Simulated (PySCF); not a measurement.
**[Fe(SH)4]2-: multiplets, ligand field and magnetism**

The complex [Fe(SH)4]2- (charge -2) contains Fe(II), shell d6. The structure is a PBE0-D3(BJ)/def2-TZVP, IEF-PCM water geometry optimised for multiplicity 5; coordination tetrahedral, point group S4, metal–donor distances 2.38 Å.

```
9

Fe    0.0000    0.0000    0.0000
S     1.4062    1.4062    1.3031
H     0.5099    2.3202    1.7137
S    -1.4062   -1.4062    1.3031
H    -0.5099   -2.3202    1.7137
S    -1.4062    1.4062   -1.3031
H    -2.3202    0.5099   -1.7137
S     1.4062   -1.4062   -1.3031
H     2.3202   -0.5099   -1.7137
```

Method (PySCF 2.14, density fitting): CASSCF(6,5) with orbitals averaged over all microstates of the shell, strongly contracted NEVPT2 on the averaged canonical orbitals; basis x2c-TZVPall on the metal, x2c-SVPall elsewhere; spin-free X2C; IEF-PCM water; spin-orbit coupling by state interaction with the mean-field operator over all roots.

## Spin-free states

```
2S+1  deg.  symmetry  cubic parent  free-ion term  CASSCF / cm⁻¹  NEVPT2 / cm⁻¹    f(ED)
   5     1        5B       5E 0.99        5D 1.00              0              0        –
   5     1        5A       5E 1.00        5D 1.00           1726           2551  2.0e-07
   5     2        5E      5T2 1.00        5D 1.00           3196           4646  1.4e-04
   5     1        5B      5T2 0.99        5D 1.00           4541           6603        0
   3     1        3A      3T1 0.98        3H 0.72          19396          17028        –
   3     2        3E      3T1 0.87        3H 0.84          20250          18658        –
   3     2        3E      3T1 0.60        3H 0.47          21445          19102        –
   3     1        3B       3E 0.96        3H 0.96          21171          20272        –
   3     1        3A      3T1 0.99        3H 0.41          22705          20703        –
   3     1        3A       3E 0.95        3H 0.97          22206          21792        –
   3     1        3B      3T2 0.99        3H 0.71          23398          22836        –
   3     1        3B      3A2 0.89        3F 0.90          25068          22993        –
   3     2        3E      3T1 0.91        3H 0.45          24835          23869        –
   3     2        3E      3T1 0.50        3H 0.87          23972          24059        –
   3     1        3A      3A1 0.95        3G 0.98          26904          25053        –
   3     2        3E      3T2 0.87        3F 0.71          26254          25153        –
   3     1        3A      3T1 0.99        3H 0.69          25772          25838        –
   3     1        3B       3E 0.91        3G 0.89          27485          26118        –
   3     2        3E      3T1 0.93        3G 0.83          27830          26500        –
   3     1        3B      3T2 0.99        3F 0.64          27005          26682        –
   1     1        1B      1T2 0.97        1G 0.51          30101          27161        –
   1     1        1B       1E 0.91        1I 0.87          29893          27512        –
   3     1        3A      3T1 0.99        3F 0.68          28186          27761        –
   3     1        3A       3E 0.97        3G 0.97          28869          27995        –
   1     1        1A       1E 0.82        1I 0.91          30285          28268        –
```

Only the lowest 25 spin-free levels are listed. Energies are counted from the ground state at NEVPT2 level. Weights follow the labels. f(ED) is the electric-dipole oscillator strength from the ground state at the fixed geometry, without vibronic coupling; occupations, where given, run over the ligand-field orbitals from the lowest.

## Spin-orbit levels

| E / cm⁻¹ | deg. | make-up |
| --- | --- | --- |
| 0.0 | 2 | 0.99 5B |
| 17.5 | 2 | 1.00 5B |
| 23.3 | 1 | 1.00 5B |
| 2499.9 | 1 | 0.97 5A + 0.03 5E |
| 2514.0 | 2 | 0.97 5A |
| 2556.7 | 1 | 0.98 5A |
| 2557.4 | 1 | 0.99 5A |
| 4484.4 | 2 | 0.99 5E |
| 4581.0 | 1 | 0.97 5E |
| 4620.1 | 1 | 0.98 5E |
| 4700.9 | 2 | 0.98 5E |
| 4767.0 | 1 | 0.99 5E |
| 4829.2 | 1 | 0.96 5E + 0.03 5A |
| 4891.9 | 2 | 0.99 5E |
| 6660.1 | 5 | 0.99 5B |
| 17024.1 | 1 | 0.98 3A |

Only the lowest levels are listed: 26 of 210 states.

## Ligand-field fit

```tsv
cm⁻¹	CASSCF
10Dq	3151
B	1084
B, free ion	1182
C	4059
C, free ion	4364
rms of the fit	123
```

```json
{"orbital": "1", "CASSCF / cm⁻¹": "0", "metal share": "0.99", "main function": "x2-y2 0.99"}
{"orbital": "2", "CASSCF / cm⁻¹": "1637", "metal share": "0.98", "main function": "z2 1.00"}
{"orbital": "3", "CASSCF / cm⁻¹": "3523", "metal share": "0.94", "main function": "degenerate set"}
{"orbital": "4", "CASSCF / cm⁻¹": "3523", "metal share": "0.94", "main function": "degenerate set"}
{"orbital": "5", "CASSCF / cm⁻¹": "4863", "metal share": "0.93", "main function": "xy 0.99"}
```

ζ = 390 cm⁻¹, against 412 for the free ion.

NEVPT2 lifts 5B (from 5T2) from 4541 to 6603 cm⁻¹; on the d shell alone such lifts tend to overshoot. Gaps between spin states lean to high spin in this active space.

The job took 21 s on one thread of Intel Xeon Platinum 8259CL @ 2.50GHz (shared host), with 140 basis functions and a peak of 0.64 GiB, launched as `OMP_NUM_THREADS=1 python lf_run.py task.json out`.
